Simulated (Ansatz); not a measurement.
Ansatz results at the PBE0-D4/def2-TZVP geometry: HOMO–LUMO gap (PBE0/def2-TZVPP) 6.45 eV; HOMO–LUMO gap (B3LYP/def2-TZVPP) 5.98 eV; LUMO energy (ωB97M-V/def2-TZVPP) 1.09 eV.

Each molecule was computed in one conformer, which needn't be the lowest.

Q: Which molecule gave them?
A. `[ZnH][CH2]C1CO1`
B. `FC1O[SiH2]O1`
C. `N#CC(O)(F)[SiH3]`
D. `OC1(F)C=N[SiH2]1`

A: D. The others give `N#CC(O)(F)[SiH3]`: 8.65, 8.19, 1.20; `FC1O[SiH2]O1`: 8.31, 7.86, 0.93; `[ZnH][CH2]C1CO1`: 7.02, 6.55, 1.07.

B3LYP here is the variant with VWN-RPA as its local correlation; programs differ in this.
